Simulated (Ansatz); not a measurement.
`[CH3][AlH][BH]S`, charge 0, multiplicity 1.

Task: Give a relaxed structure at PBE0-D4/def2-TZVP (the Gaussian-basis code of Ansatz). (Best estimate.)

Result: The calculation gave: 
Z-matrix (Å, degrees):
```
C
Al 1 1.958
H 1 1.096 2 110.0
H 1 1.095 2 110.8 3 -117.0
H 1 1.092 2 113.8 3 120.9
B 2 2.117 1 122.5 3 -114.6
H 2 1.597 1 117.9 3 64.0
S 6 1.769 2 126.7 1 89.3
H 6 1.201 2 123.9 1 -90.2
H 8 1.346 6 102.3 2 0.5
```
This is one stationary point; other conformers may exist.
